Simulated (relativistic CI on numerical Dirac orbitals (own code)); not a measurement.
Zr²⁺: 3p photoemission

Computed with this model: Dirac-Coulomb-Breit CI, separate exchange-only KLI orbitals for each configuration, a model potential for QED, multiplet model of photoemission in the sudden approximation, unscaled Slater integrals; configurations [Kr] 4d2 → [Ne] 3s2 3p5 3d10 4s2 4p6 4d2; 300 K; Lorentzian 2 eV and Gaussian 0.6 eV FWHM. Energies are those of the free ion, without screening or charge transfer. The energies are binding energies and can lie tens of eV above those of solids. S is read from ⟨S²⟩ = S(S + 1).

Computed curve for free ion, scaled to 100 at the maximum (points under 2 are left out and the grid is thinned):

(Energy (eV), Intensity): (350.8, 2.1), (351.2, 2.3), (351.8, 2.7), (352.2, 3.1), (352.6, 3.5), (353.2, 4.4), (353.6, 5.1), (354.0, 6.0), (354.4, 7.2), (355.0, 9.9), (355.4, 12.5), (355.8, 16.3), (356.4, 25.9), (356.8, 36.8), (357.2, 53.5), (357.8, 86.1), (358.2, 99.8), (358.6, 95.3), (359.0, 76.4), (359.6, 46.6), (360.0, 33.3), (360.4, 24.3), (361.0, 15.8), (361.4, 12.2), (361.8, 9.8), (362.4, 7.3), (362.8, 6.2), (363.2, 5.4), (363.8, 4.5), (364.2, 4.1), (364.6, 3.8), (365.0, 3.6), (365.6, 3.4), (366.0, 3.3), (366.4, 3.3), (367.0, 3.5), (367.4, 3.6), (367.8, 3.9), (368.4, 4.6), (368.8, 5.3), (369.2, 6.3), (369.8, 8.8), (370.2, 11.5), (370.6, 15.7), (371.0, 22.3), (371.6, 38.3), (372.0, 49.3), (372.4, 52.5), (373.0, 39.2), (373.4, 27.8), (373.8, 19.3), (374.4, 11.7), (374.8, 8.7), (375.2, 6.7), (375.6, 5.4), (376.2, 4.0), (376.6, 3.3), (377.0, 2.8), (377.6, 2.3), (378.0, 2.0)

The ground state has S = 1.00, and the centroid lies at 363.01 eV.
